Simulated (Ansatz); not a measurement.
C4H10Cd (`C[CH2][Cd][CH2]C`). The species carries charge 0 and has multiplicity 1. Correlated methods include outer-core shells of Cd, which these sets cover unevenly. Cd: def2 effective core potential.

| atom | x (Å) | y (Å) | z (Å) |
| --- | --- | --- | --- |
| C1 | 1.1988 | 0.0472 | 2.7030 |
| C2 | 1.7661 | 0.2446 | 1.3008 |
| Cd3 | 0.4298 | -0.2273 | -0.2927 |
| C4 | -0.9042 | -0.7003 | -1.8878 |
| C5 | -1.9635 | 0.3571 | -2.1822 |
| H6 | 0.3166 | 0.6687 | 2.8801 |
| H7 | 0.8978 | -0.9889 | 2.8818 |
| H8 | 1.9292 | 0.3041 | 3.4794 |
| H9 | 2.6639 | -0.3668 | 1.1649 |
| H10 | 2.0857 | 1.2825 | 1.1632 |
| H11 | -0.2946 | -0.8853 | -2.7781 |
| H12 | -1.3792 | -1.6562 | -1.6448 |
| H13 | -2.6091 | 0.5428 | -1.3192 |
| H14 | -1.5191 | 1.3175 | -2.4582 |
| H15 | -2.6180 | 0.0605 | -3.0104 |

Problem. Give the diagnostics of a CCSD(T)/def2-TZVPP run (frozen core, the Gaussian-basis code of Ansatz). (Best estimate.)

Solution. Ansatz gave: T1 = 0.0115, largest single amplitude 0.036, largest double 0.026, (T) share of the correlation energy 3.4 %, 9 CCSD cycles. The RHF solution is stable towards an unrestricted one. T1 lies under the customary mark of 0.02 for closed shells.
